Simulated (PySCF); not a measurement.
Splitting trees

Geometry:
```tsv
atom	x (Å)	y (Å)	z (Å)
F1	2.613	-0.392	1.089
B2	1.641	-0.391	0.186
C3	0.217	0.045	0.558
C4	-0.934	-0.656	-0.154
C5	-0.606	0.737	-0.521
H6	1.931	-0.750	-0.938
H7	0.021	0.361	1.588
H8	-1.830	-0.845	0.442
H9	-0.685	-1.455	-0.859
H10	-0.124	0.923	-1.485
H11	-1.270	1.539	-0.188
```

PySCF 2.14 calculation with geometry: PBE0-D3(BJ)/def2-SVP, shieldings: GIAO PBE0/pcSseg-1 and B3LYP/pcJ-1 coupling constants (spin–dipole term only in couplings to heteroatoms); single conformer, one averaged value for each set of equivalent atoms, non-relativistic, in vacuum.

Scale: TMS for $^{1}$H (31.27 ppm); CFCl3 for $^{19}$F (177.25 ppm) (reference shieldings calculated alike).

Spectrometer: 400 MHz for $^{1}$H. First-order analysis; couplings under 1 Hz (under 4 Hz in carbon signals) are ignored, and nearly equal couplings are merged; the smaller ones broaden or split the lines further.

(1) What pattern does H7 show ($^{1}$H)?

(2) What pattern does F1 show ($^{19}$F)?

Answers

(1) A triplet of triplets of doublets at δ 0.14: 10.2 Hz to H8/H11 (2 × $^{1}$H, 3 bonds away), 6.4 Hz to H9/H10 (2 × $^{1}$H, 3 bonds away), 5.4 Hz to F1 (1 × $^{19}$F, 3 bonds away). Lines in Hz from the centre (relative intensity): +19.3 (1), +13.9 (1), +12.9 (2), +9.1 (2), +7.5 (2), +6.5 (1), +3.7 (2), +2.7 (4), +1.1 (1), -1.1 (1), -2.7 (4), -3.7 (2), -6.5 (1), -7.5 (2), -9.1 (2), -12.9 (2), -13.9 (1), -19.3 (1). The outer lines are 38.6 Hz apart, the sum of the couplings kept, or 0.097 ppm at this field.

(2) A doublet of doublets at δ -6.9: 67.3 Hz to H6 (1 × $^{1}$H, 2 bonds away), 5.4 Hz to H7 (1 × $^{1}$H, 3 bonds away). Lines in Hz from the centre (relative intensity): +36.4 (1), +30.9 (1), -30.9 (1), -36.4 (1). The outer lines are 72.7 Hz apart, the sum of the couplings kept, or 0.193 ppm at this field.

Hydrogens on boron are broadened and split by $^{11}$B (spin 3/2, 80 %) and 10B (spin 3). Unscaled 3J(H,H) at this level run about 10 % above measured values. Only one conformer was computed, so three-bond couplings in flexible chains and rings are approximate.
